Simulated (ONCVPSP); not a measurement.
**Ag: one change to an ONCV potential, before and after**

| Item | Value |
| --- | --- |
| Element | silver |
| Generator | ONCVPSP 4.0.1 |
| Type | optimised norm-conserving Vanderbilt (ONCV) |
| Functional | PBEsol |
| Relativity | scalar-relativistic |
| Frozen core | [Ar] 3d10 |
| Valence charge | 19 |
| Reference configuration | 4s2 4p6 4d10 5s0.5 (charge +0.5) |
| Partial waves | 4s+5s: rc 1.45 bohr, ncon 4, nbas 7, qcut 9.4 1/bohr, 3 projectors, debl 2.2 Ha; 4p: rc 1.15 bohr, ncon 4, nbas 8, qcut 7.4 1/bohr, 2 projectors, debl 3.1 Ha; 4d: rc 1.50 bohr, ncon 5, nbas 10, qcut 11.2 1/bohr, 2 projectors, debl 3 Ha |
| Local potential | polynomial inside 0.80 bohr (lpopt 4, dvloc0 4 Ha) |
| Core correction | polynomial model core, fcfact 0.6 |

All-electron outer shells of the reference configuration (PBEsol, scalar-relativistic, ld1.x):

| shell | level (eV) | outermost node (bohr) | outermost maximum (bohr) |
| --- | --- | --- | --- |
| 3d | -362.36 | – | 0.27 |
| 4s | -98.90 | 0.44 | 0.82 |
| 4p | -62.46 | 0.44 | 0.87 |
| 4d | -11.38 | 0.43 | 1.04 |
| 5s | -7.71 | 1.11 | 2.43 |

Change: all radii but the core radius scaled by about 1.09 (s 1.58, p 1.26, d 1.64 bohr); local potential polynomial inside 0.88 bohr (lpopt 4, dvloc0 4 Ha).

Cutoffs: the cutoffs (Ha) at which the residual kinetic energy of the hardest occupied pseudo-wave falls to 1 and 0.1 mHa per electron; they do not see the model core or the augmentation charge, which bear on the density cutoff. Errors are all-electron minus pseudo energies relative to the spin-unpolarised reference configuration.

**Question.** How do hardness, ghosts and transferability respond?

**Answer.** The potential gets softer (79 Ha and 151 Ha → 34 Ha and 115 Ha); of the 4 tests that both files solve, the error grows in 1 and shrinks in 0 by more than 15 % and 0.3 meV (median size 1.8 → 1.7 meV); neither file shows a bound ghost. A larger radius leaves more room for a smooth pseudo-wave, so fewer plane waves are needed.

| quantity | base | changed |
| --- | --- | --- |
| cutoff, loose | 79 Ha | 34 Ha |
| cutoff, tight | 151 Ha | 115 Ha |
| loose cutoff by channel | s 30 Ha, p 79 Ha, d 35 Ha | s 27 Ha, p 25 Ha, d 34 Ha |
| bound ghosts | none | none |
| GHOST(+) flags under 300 eV | none | none |
| error for 4s2 4p6 4d10 5s1, meV [ΔE -3.02 eV] | +0.5 | +0.5 |
| error for 4s2 4p6 4d10 5s0, meV [ΔE 4.73 eV] | -0.9 | -0.9 |
| error for 4s2 4p6 4d9 5s0, meV [ΔE 26.84 eV] | -2.7 | -2.5 |
| error for 4s1 4p6 4d10 5s1, meV [ΔE 98.95 eV] | -151 | -228 |
| rms error of d²Exc/dni dnj with the model core, mHa | 0.84 | 1.17 |
